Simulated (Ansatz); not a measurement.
Species: C3H9B, SMILES `CB(C)C` (charge 0, multiplicity 1).

Question: Give a relaxed geometry from PBE0-D3(BJ)/def2-TZVP (Ansatz, a program for electronic structure).

Answer: the end point of this relaxation (outside a Z-matrix the atoms follow the SMILES, hydrogens last).
Z-matrix (Å, degrees):
```
B
C 1 1.5678
H 2 1.0922 1 115.23
H 2 1.0945 3 109.36 1 128.07
H 2 1.1004 3 107.09 4 113.36
C 1 1.5687 2 120.30 3 166.41
H 6 1.0919 1 115.36 2 3.78
H 6 1.0960 7 108.84 1 -125.40
H 6 1.0986 7 107.86 8 -113.11
C 1 1.5689 2 119.77 3 -13.25
H 10 1.0921 1 115.38 2 -169.00
H 10 1.0954 11 109.04 1 -126.76
H 10 1.0994 11 107.54 12 -113.18
```
